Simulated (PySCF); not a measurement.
Gas-phase equilibrium of 1 mol HF, 2.2 mol H2O at 2500 K and 0.00100 bar, among 15 species (O2, F2, O, F, HO2, HOF, H2O, H, FO, H2O2, O3, HF, H2, F2O, OH). Only gases are allowed; each row takes one source of thermochemistry for all species, and Cantera finds the minimum.

Method: PySCF energies (xtb for GFN2) plus ideal-gas RRHO corrections (1 bar). Table values come from the NASA 1993 polynomials. † marks an energy on the PBE0/def2-TZVP geometry and frequencies; other levels use their own. Open shells (unrestricted) among the columns below: O2 (multiplicity 3), O (multiplicity 3, electronic degeneracy 9), F (multiplicity 2, electronic degeneracy 6), H (multiplicity 2), OH (multiplicity 2, electronic degeneracy 4); the rest are closed-shell singlets. GFN2 has no spin-polarisation term. Spin-orbit splitting is ignored; it lowers the true energy and changes the entropy of O, F, OH. The harmonic model lacks anharmonicity and excited electronic states, which grow with temperature; levels with a mode under 35 cm⁻¹ are left out. The table's entry may be an old estimate for OH (not checked at source).

Molecules larger than those listed are left out. Also missing: (HF)n, which can matter at low temperature or high pressure. Table species left out: FO2, H2F2, H3F3, H4F4.

Mole fractions:

| thermochemistry | x H2O | x H | x HF | x H2 | x O2 | x O | x OH | x F |
|---|---|---|---|---|---|---|---|---|
| table | 0.16 | 0.28 | 0.20 | 0.12 | 0.057 | 0.11 | 0.073 | 0.00097 |
| GFN2-xTB | 0.64 | 0.030 | 0.23 | 0.026 | 0.0032 | 3.9e-7 | 0.0060 | 0.064 |
| M06-2X/def2-TZVP† | 0.085 | 0.34 | 0.19 | 0.13 | 0.074 | 0.12 | 0.066 | 0.0017 |
| PBE0/def2-QZVP† | 0.076 | 0.41 | 0.18 | 0.086 | 0.079 | 0.097 | 0.070 | 0.0016 |
| PBE0/def2-TZVP | 0.049 | 0.43 | 0.17 | 0.093 | 0.089 | 0.10 | 0.058 | 0.0022 |
| LDA/def2-TZVP† | 0.25 | 0.23 | 0.24 | 0.15 | 0.13 | 0.00075 | 0.0089 | 3.8e-5 |
| ωB97X-V/def2-TZVP† | 0.059 | 0.37 | 0.18 | 0.13 | 0.10 | 0.087 | 0.059 | 0.0019 |
The most sensitive of these is O: it spans a factor of 10^5.5 over these rows; at this temperature one factor of ten is RT ln 10 = 48 kJ/mol.
